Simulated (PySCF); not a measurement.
What does the PBE0-D3(BJ)/def2-SVP structure of InChI=1S/CH3ClOSi/c1-3-4-2/h1H3 look like in three dimensions? (Triplet state.)

Z-matrix in Å and degrees, rows numbered from 1:
```
C 
O   1  1.4117
Si  2  1.6631  1  125.57
Cl  3  2.0794  2  118.09  1    88.45
H   1  1.1027  2  112.03  3    45.14
H   1  1.0999  2  107.94  3   164.76
H   1  1.1027  2  110.83  3   -76.23
```

O2 (oxygen bonded to C and Si) is bent (angle 125.6°). Si3 (silicon bonded to Cl and O) is bent (angle 118.1°).

Level of theory: PySCF, PBE0-D3(BJ)/def2-SVP geometry optimisation, gas phase.

Point group: C1 (no symmetry element, even within 0.4 Å). Stationary, but not proved a minimum. ⟨S²⟩ = 2.003 (exact for a triplet: 2.00). This triplet need not be the ground state; the singlet was not compared here. Torsions: C1–O2–Si3–Cl4 88°.

On one thread of an Arm Neoverse V1, on a shared host, this took 28 s of wall time. These figures are those of the optimisation.

One conformer stands for the species.
